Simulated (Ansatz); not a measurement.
This geometry of ClF2Ge2H3 + H2O (11 atoms, charge 0, multiplicity 1) is a first-order saddle point.

Computed with Ansatz, RKS PBE/def2-SVP.

```xyz
11
Properties=species:S:1:pos:R:3
Ge 0.281 -0.400 -0.172
Cl 1.488 -0.170 2.321
Ge 2.499 0.278 -0.911
H 3.427 -0.893 -0.529
H 2.445 0.468 -2.449
H 2.835 1.584 -0.170
F -0.986 0.665 0.389
F -0.563 -1.141 -1.535
O 0.098 -1.989 0.931
H -0.842 -2.221 1.093
H 0.619 -1.469 1.815
```

Task: Which two structures does it join? (They come from a converged band through this point; their orientation in space is the band's.)

Result: Bonds broken: Ge1–Cl2, O9–H11. Bonds formed: Ge1–O9, Cl2–H11. ClF2Ge2H3 + H2O becomes ClH + F2Ge2H4O.

First end point:

```xyz
11
Properties=species:S:1:pos:R:3
Ge 0.022 0.111 -0.013
Cl -0.255 0.591 2.102
Ge 2.300 0.089 -0.874
H 2.493 -1.250 -1.615
H 2.451 1.284 -1.850
H 3.248 0.238 0.331
F -0.985 1.284 -0.843
F -0.903 -1.373 -0.293
O 1.342 -2.054 1.104
H 0.529 -2.468 0.747
H 1.058 -1.740 1.985
```

Last end point:

```xyz
11
Properties=species:S:1:pos:R:3
Ge 0.085 -0.555 -0.469
Cl 2.167 -0.665 2.718
Ge 2.350 0.257 -0.856
H 3.302 -0.940 -0.660
H 2.357 0.741 -2.327
H 2.613 1.413 0.126
F -1.124 0.675 -0.154
F -0.591 -1.425 -1.833
O -0.038 -1.698 0.930
H -0.965 -1.837 1.212
H 1.144 -1.251 2.094
```

Task: How far does it lie above each of them?

Result: 0.71 eV above the first and 0.28 eV above the second. This is the barrier of this one path; another mechanism may lie lower. The orbitals stay closed-shell, which can raise the energy where a bond breaks towards radicals; this wasn't checked here.

Time of the run: 5.2 min on 4 threads of Arm Neoverse V1 (shared host), peak memory 0.25 GiB.
